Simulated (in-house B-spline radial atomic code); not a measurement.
Hg. Computed with a B-spline radial atomic code. Model: non-relativistic spherical atom: semilocal Troullier-Martins pseudo-atom, one channel per l, against all electrons, high spin, G0W0 and RPA with empty states to l = 8, local potential for every l without a channel, a model core (radius 0 = none) keeps its share of the functional.

The core holds an angular momentum without a channel of its own, so the local potential lets valence electrons into it.

Without relativity these are model numbers for so heavy an element.

What the tables leave out is listed at the end.

The pseudopotential gives back the lowest level of each angular momentum of its own functional in the configuration it was made in; a second state of the same l is only approximately right. Exact exchange, RPA and GW see the smooth pseudo-orbitals and miss the exchange with the core, for which the functional's share stands in. The column with an uncorrelated core keeps all orbitals and exact exchange, and so separates missing core correlation from pseudisation. Only the three outermost levels and the lowest empty one were computed. RPA here is direct RPA, with no exchange kernel, and its energies carry an (l + 1/2)⁻⁴ tail. A hybrid on a potential with a model core restores only its own semilocal share of the core's exchange.

Command:
```bash
python run_psgw.py task.json out
```
Settings (lengths in bohr, energies in hartree):
```
Z                      80
electrons              80
configuration          [Xe] 4f14 5d10 6s2
generated_in           [Xe] 4f14 5d10 6s2
functional             lda,vwn
core_shells            11
radius_factor          1
core_correction        False
ion_configuration      [Xe] 4f14 5d10 6s1
```

Time taken, with all properties: 120 s on 1 thread of Arm Neoverse N1, on a shared host.

Given: made with LDA VWN5; model core radius 0 bohr; local radius 1.2 bohr; mean-field start LDA VWN5.

Valence shells of the generating configuration: 5p, 5d, 6s.

Channel: s 2.504, p 0.97, d 1.151 (radii in bohr).

Computed: largest level miss in the spin-unpolarised generating configuration 0 eV; valence RPA correlation energy pseudo -1.3252 hartree; all-electron RPA polarisability, core included 44.104 bohr³; pseudo-atom RPA polarisability 44.168 bohr³; ionisation by mean-field all-electron 8.8241 eV; ionisation by mean-field pseudo minus all 0.001 eV; ionisation by RPA all-electron 8.8033 eV.

| level | occupied | mean-field all-electron (eV) | mean-field pseudo minus all (eV) | G0W0 all-electron (eV) | G0W0 uncorrelated core minus all (eV) | G0W0 pseudo minus all (eV) | exchange self-energy all-electron (eV) | exchange self-energy pseudo (eV) |
| --- | --- | --- | --- | --- | --- | --- | --- | --- |
| 6s | 1 | -5.5821 | 0 | -8.5911 | 0.024 | -0.712 | -11.408 | -11.5 |

What is the ionisation by RPA pseudo minus all?

0.717 eV.

What is the valence RPA correlation energy all-electron orbitals?

-1.0479 hartree.

Given: mean-field start PBE0.

Computed: valence RPA correlation energy all-electron orbitals -0.9877 hartree; valence RPA correlation energy pseudo -1.2582 hartree; ionisation by mean-field all-electron 8.2005 eV; ionisation by mean-field pseudo minus all 0.301 eV; ionisation by RPA all-electron 8.6266 eV; ionisation by RPA pseudo minus all 0.758 eV.

```json
{"level": "6s", "occupied": "1", "mean-field all-electron (eV)": "-5.9374", "mean-field pseudo minus all (eV)": "-0.232", "G0W0 all-electron (eV)": "-8.5293", "G0W0 uncorrelated core minus all (eV)": "0.026", "G0W0 pseudo minus all (eV)": "-0.771", "exchange self-energy all-electron (eV)": "-11.02", "exchange self-energy pseudo (eV)": "-11.758"}
```

What is the all-electron RPA polarisability, core included?

41.943 bohr³.

What is the pseudo-atom RPA polarisability?

38.327 bohr³.

Given: mean-field start Hartree-Fock.

Computed: valence RPA correlation energy all-electron orbitals -0.8521 hartree; valence RPA correlation energy pseudo -1.1011 hartree; all-electron RPA polarisability, core included 37.402 bohr³; pseudo-atom RPA polarisability 25.325 bohr³; ionisation by mean-field all-electron 6.8138 eV; ionisation by RPA all-electron 8.2052 eV.

```json
{"level": "6s", "occupied": "1", "mean-field all-electron (eV)": "-7.1034", "mean-field pseudo minus all (eV)": "-1.323", "G0W0 all-electron (eV)": "-8.4113", "G0W0 uncorrelated core minus all (eV)": "0.026", "G0W0 pseudo minus all (eV)": "-0.792", "exchange self-energy all-electron (eV)": "-10.063", "exchange self-energy pseudo (eV)": "-13.016"}
{"level": "5d", "occupied": "1", "mean-field all-electron (eV)": "-19.434", "mean-field pseudo minus all (eV)": "1.753", "G0W0 all-electron (eV)": "-18.936", "G0W0 uncorrelated core minus all (eV)": "0.129", "G0W0 pseudo minus all (eV)": "1.576", "exchange self-energy all-electron (eV)": "-36.234", "exchange self-energy pseudo (eV)": "-28.943"}
```

What is the ionisation by RPA pseudo minus all?

0.883 eV.

What is the ionisation by mean-field pseudo minus all?

1.238 eV.

Among the listed levels the largest G0W0 shift of the pseudo-atom is +1.58 eV, for 5d on the Hartree-Fock start, while leaving the core uncorrelated moves that level by +0.13 eV. So pseudisation and the lost core exchange, not the missing core correlation, make the error. Not in the tables (levels of low weight, unsolved or above zero; the highest and the empty levels are kept at any weight): on LDA the G0W0 levels 5d (pseudo minus all +0.22 eV, weights 0.57 and 0.53), 5p (pseudo minus all +13.96 eV, weights 0.01 and 0.06), 6p (pseudo minus all +0.03 eV, weights 0.90 and 0.90); on PBE0 the G0W0 levels 5d (pseudo minus all +0.67 eV, weights 0.76 and 0.74), 5p (pseudo minus all -4.00 eV, weights 0.09 and 0.06), 6p (pseudo minus all +0.12 eV, weights 0.94 and 0.93); on Hartree-Fock the G0W0 levels 5p (pseudo minus all +6.00 eV, weights 0.04 and 0.09).
